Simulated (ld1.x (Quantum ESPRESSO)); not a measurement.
# Before and after: PAW potential for Tb (Z = 65)

| Property | Result |
| --- | --- |
| Element | terbium (Tb) |
| Generator | ld1.x (Quantum ESPRESSO) 7.5 |
| Type | PAW |
| Functional | revPBE |
| Relativity | scalar-relativistic |
| Frozen core | [Kr] 4d10 |
| Valence charge | 19 |
| Reference configuration | 4f8 5s2 5p6 5d1 6s2 6p0 |
| Partial waves | 5s (bound): rcut 1.70, rcutus 1.85 bohr; 6s (bound): rcut 1.70, rcutus 1.85 bohr; 5p (bound): rcut 2.00, rcutus 2.15 bohr; 6p (bound, empty): rcut 2.00, rcutus 2.15 bohr; 5d (bound): rcut 1.80, rcutus 2.40 bohr; 5d channel at 2.4 Ry: rcut 1.80, rcutus 2.40 bohr; 4f (bound): rcut 0.95, rcutus 1.05 bohr; 4f channel at 0.4 Ry: rcut 0.95, rcutus 1.05 bohr |
| Local potential | all-electron potential smoothed inside 1.45 bohr (lloc = -1) |
| Core correction | Bessel-smoothed model core, default radius (core density twice the valence density) |
| Augmentation charge | PSQ, radius 0.90 bohr |

Change: waves 5d (bound): rcut 1.80, rcutus 3.60 bohr; 5d channel at 2.4 Ry: rcut 1.80, rcutus 3.60 bohr.

Cutoffs: the cutoffs (Ry, on a coarse ladder) from which the occupation-weighted sum of valence levels, in a spherical-Bessel basis at the reference potential, stays within 10 and 1 mRy of its value at 400 Ry; they do not see the model core or the augmentation charge, which bear on the density cutoff. Errors are all-electron minus pseudo energies relative to the spin-unpolarised reference configuration.

Task: Predict the effect on cutoff, ghosts and configuration errors.

Result: The potential gets neither clearly harder nor softer (180 Ry and 300 Ry → 180 Ry and 300 Ry); the f channel sets the loose cutoff, while the largest relative change is in d, which becomes softer; of the 7 tests that both files solve, the error grows in 0 and shrinks in 1 by more than 15 % and 0.3 meV (median size 87.5 → 88.8 meV); neither file shows a bound ghost.

```csv
quantity,base,changed
"cutoff, loose",180 Ry,180 Ry
"cutoff, tight",300 Ry,300 Ry
loose cutoff by channel (10 mRy a level),"s 12 Ry, p 15 Ry, d 12 Ry, f 120 Ry","s 12 Ry, p 15 Ry, d 6 Ry, f 120 Ry"
bound ghosts,none,none
"error for 4f9 5s2 5p6 5d0 6s2 6p0, meV [ΔE -4.13 eV]",-80,-82
"error for 4f9 5s2 5p6 5d0 6s1 6p0, meV [ΔE 1.95 eV]",-87,-89
"error for 4f9 5s2 5p6 5d0 6s0 6p0, meV [ΔE 13.35 eV]",-98,-99
"error for 4f9 5s2 5p6 5d1 6s0 6p0, meV [ΔE 3.87 eV]",-79,-83
"error for 4f7 5s2 5p6 5d0 6s0 6p0, meV [ΔE 82.64 eV]",-11,-3.8
"error for 4f9 5s2 5p5 5d0 6s2 6p0, meV [ΔE 25.88 eV]",-154,-156
"error for 4f9 5s1 5p6 5d0 6s2 6p0, meV [ΔE 49.08 eV]",-166,-168
lowest overlap eigenvalue by channel,"s 0.15, p 0.02, d 0.06, f 0.97","s 0.15, p 0.02, d 0.77, f 0.97"
```
